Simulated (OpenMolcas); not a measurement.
## Au III: from CASSCF to CASPT2

```yaml
Program: OpenMolcas 26.06
Basis: ANO-R2 [8s6p5d3f1g]
Scalar_Hamiltonian: X2C, finite nucleus
Active_space: 9 electrons in 6 orbitals (5d 6s)
State_averaging: 2S+1 = 2 even, 30 roots; 2S+1 = 4 even, 10 roots kept (CI in the orbitals of an earlier block)
Spin-orbit_coupling: RASSI with atomic mean-field integrals over the reference wave functions, term energies averaged over their components
```

Methods on the same reference wave functions:
A. CASSCF
B. SS-CASPT2, IPEA 0.25 Eh, imaginary shift 0.1 Eh (closed shells correlated: 5s 5p)
C. MS-CASPT2, IPEA 0.25 Eh, imaginary shift 0.1 Eh (closed shells correlated: 5s 5p)

Energies in eV above 5d9 2D 5/2, the measured ground level; measured values from Iglesias, J. Res. Natl. Bur. Stand. 64A, 481 (1960).

```csv
Level,A,B,C,Measured
5d9 2D 5/2,0.0000,0.0000,0.0000,0.0000
5d9 2D 3/2,1.6171,1.617,1.631,1.5739
5d8 6s 4F 9/2,3.1975,3.407,3.413,3.6890
5d8 6s 4F 7/2 [65 %],3.9156,4.054,4.060,4.3490
5d8 6s 2F 7/2 [63 %],5.3665,5.405,5.411,5.6711
5d8 6s 4P 1/2,6.1591,5.903,5.909,6.1296
5d8 6s 2G 9/2,7.1778,6.954,6.960,7.1686
5d8 6s 2G 7/2,7.2362,7.013,7.018,7.2636
5d8 6s 2P 1/2,7.4445,6.991,6.997,7.2316
```

Deviations, from unrounded energies. A percentage is the sum of absolute deviations over the sum of measured energies, with the sign that they share, or ± where signs differ.

```json
{"Against measurement": "mean absolute deviation (cm-1)", "Levels": "8", "A": "1600", "B": "1800", "C": "1800"}
{"Against measurement": "fine structure of the ground term (%)", "Levels": "1", "A": "+2.7", "B": "+2.7", "C": "+3.6"}
{"Against measurement": "other configurations (%)", "Levels": "7", "A": "±3.6", "B": "-4.3", "C": "-4.2"}
```

A lies closest to measurement on these levels and B furthest from it. The largest miss of A in the table is 5d8 6s 4F 9/2, by -4000 cm-1. The ranking rests on the paired levels alone, and a cruder setting can come out closer through cancelling errors.

Between B and C the level of the table that moves most is 5d9 2D 3/2, by 120 cm-1 (lowest in B, highest in C). Moves below CASPT2's spread within the term are not significant.

The mean deviations of B to C differ by less than CASPT2's widest spread within a term (810 cm-1), so their order carries little weight.

The lowest spin-free term lies below A's lowest term by 0.504 hartree in B, 0.504 hartree in C.

Term energies are means over components that CASPT2 splits; among the terms shown or strongly mixed into the levels shown the widest spread is 810 cm-1 (5d8 6s 2F, C). Terms from blocks run as CI alone lack orbitals of their own. A single d shell beside an s shell can misplace configurations of different d count against each other. Without dynamic correlation excited terms often stand tens of per cent too high (terms of higher spin than the ground term too low), and those without a measured partner can miss by more than the paired ones (holds for A). The CASPT2 spread within a term exceeds the gap to the next term for 5d8 6s 2F and 5d8 6s 4P, 5d8 6s 2P and 5d8 6s 2G, so the order of their levels is uncertain, and so are names and mixing where such terms share a J (holds for C). Measured partners are found by configuration, term and J. A level has none where our copy of the source lacks it or the pairing is in doubt (some pairs that miss far off the trend of their configuration count as doubtful), and it then counts in no deviation. Levels of configurations outside the active space are missing. Levels that lie high or do not pair safely by name in every column are left out.

A share in square brackets marks a mixed level and gives the weight of the term that names it, the lowest over the columns.
